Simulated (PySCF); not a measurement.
Magnetisability: `CC[C@H](F)CCCO`, C6H13FO

Geometry:
```
atom   x (Å)   y (Å)   z (Å)
  C1  -3.375   0.417   0.107
  C2  -2.126  -0.399   0.421
  C3  -0.858   0.297  -0.069
  F4  -0.925   0.413  -1.449
  C5   0.417  -0.462   0.290
  C6   1.670   0.284  -0.160
  C7   2.942  -0.492   0.181
  O8   4.108   0.136  -0.291
  H9  -3.349   1.373   0.626
 H10  -3.438   0.606  -0.961
 H11  -4.267  -0.121   0.418
 H12  -2.193  -1.375  -0.064
 H13  -2.039  -0.556   1.498
 H14  -0.814   1.328   0.307
 H15   0.441  -0.612   1.371
 H16   0.385  -1.442  -0.190
 H17   1.705   1.265   0.324
 H18   1.631   0.443  -1.239
 H19   3.002  -0.646   1.270
 H20   2.927  -1.471  -0.303
 H21   4.146   1.031   0.067
```

Method: GIAO PBE0/pcSseg-1 magnetisability, rotational g tensor and spin-rotation constants, non-relativistic, gas phase in PySCF 2.14.0. Geometry: GFN2-xTB.

Question: What are the magnetisability and the molar susceptibility?

Answer: Isotropic -1400 × 10⁻³⁰ J/T², or -84.3 × 10⁻⁶ cm³/mol; principal values -1454, -1400, -1348 × 10⁻³⁰ J/T², anisotropy 91 × 10⁻³⁰ J/T² (root of half the summed squared differences of the principal values). The susceptibility is in cgs units.

Question: Split it along the inertial axes a, b, c into diamagnetic and paramagnetic parts about the centre of mass, with the quadrupole moment.

Answer: 
| axis | χ (10⁻⁶ cm³/mol) | diamagnetic (10⁻⁶ cm³/mol) | paramagnetic (10⁻⁶ cm³/mol) | summed x² of all electrons (Å²) | quadrupole Θ (D Å) |
| --- | --- | --- | --- | --- | --- |
| a | -86.9 | -304.3 | 217.5 | 413.4 | -8.59 |
| b | -84.7 | -1860.8 | 1776.1 | 46.5 | +0.24 |
| c | -81.4 | -1951.2 | 1869.8 | 25.2 | +8.35 |

Anisotropies 2χaa − χbb − χcc = -7.6 and 2χbb − χaa − χcc = -1.2 × 10⁻⁶ cm³/mol. Θ is traceless in Buckingham's convention.

Question: And the rotational g tensor?

Answer: 
```
axis  rotational constant (GHz)        g  nuclear part  electronic part
   a                     6.3842  -0.0046        0.6476          -0.6522
   b                     0.6924  -0.0029        0.5748          -0.5777
   c                     0.6552  -0.0052        0.5703          -0.5755
```
Asymmetric top; isotopes 12C, 19F, 1H, 16O; no vibrational averaging.
